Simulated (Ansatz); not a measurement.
Stepwise reaction of `[NH2][Al]([F])[F]` with ammonia, as a gas-phase model of exchange steps in deposition or etching. ΔE in kJ/mol; ΔG adds harmonic PBE0-D4 terms to CCSD(T)/CBS, at 1 bar.

Computed with Ansatz on PBE0-D4/def2-TZVP structures; ΔE is electronic, products minus reactants. CBS: MP2 limit from def2 TZ/QZ plus the TZ coupled-cluster correction, frozen cores. This one scheme is used for every species. DFT in def2-TZVPP. B3LYP here is the variant with VWN-RPA as its local correlation; programs differ in this. Each species was taken in one conformer, which may not be the lowest.

```tsv
step	reaction	PBE-D4	B3LYP-D4	ωB97M-V	CCSD(T)/CBS	ΔG(500 K)
1	`[NH2][Al]([F])[F]` + NH₃ → `[NH2][Al]([NH2])[F]` + H–F	93.8	97.6	96.4	95.0	91.0
2	`[NH2][Al]([NH2])[F]` + NH₃ → `[NH2][Al]([NH2])[NH2]` + H–F	106.9	111.2	110.0	106.8	105.8
```

Q: By hand: ΔE of the 2 steps together at CCSD(T)/CBS.

A: (95.0) + (106.8) = 201.8 kJ/mol, or 100.9 kJ/mol a step.

In ΔE each step is higher than the one before. All are uphill at CCSD(T)/CBS. ΔG lies between 91.0 and 105.8 kJ/mol a step. PBE-D4 differs from CCSD(T)/CBS by -1.2 to 0.1 kJ/mol a step. Isolated molecules leave out the surface, adducts and barriers. Largest T1 diagnostic: 0.012.
